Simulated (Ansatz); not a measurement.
A structure relaxed at PBE-D4/def2-SVP in Ansatz, charge 0, singlet:

```csv
atom,x (Å),y (Å),z (Å)
Re1,0.848,-0.631,0.354
Re2,-0.964,0.502,-0.239
Te3,-0.499,2.894,0.266
Te4,-1.409,-1.533,1.374
Te5,2.024,-1.232,-1.755
```

Problem. Give its formula and point group.

Solution. the cluster Re₂Te₃. Point group C2 (tolerance 0.1 Å).

Problem. Summarise the bond lengths by kind (pairs closer than 1.2 times the sum of covalent radii, bridged metal pairs left out).

Solution. 4 × Re–Te 2.49 to 2.64 Å.

In the def2 sets Re, Te take a core potential; there is no spin–orbit coupling. The restricted singlet is unstable towards broken spin symmetry in Hartree–Fock (as tested in another run); at PBE-D4/def2-SVP this wasn't settled. The relaxation made no stability test and no search for a lower SCF solution. No other spin state of charge 0 was run. Another isomer (singlet) lies 0.23 eV lower at PBE0-D4/def2-TZVP; other spin states weren't run for this one.
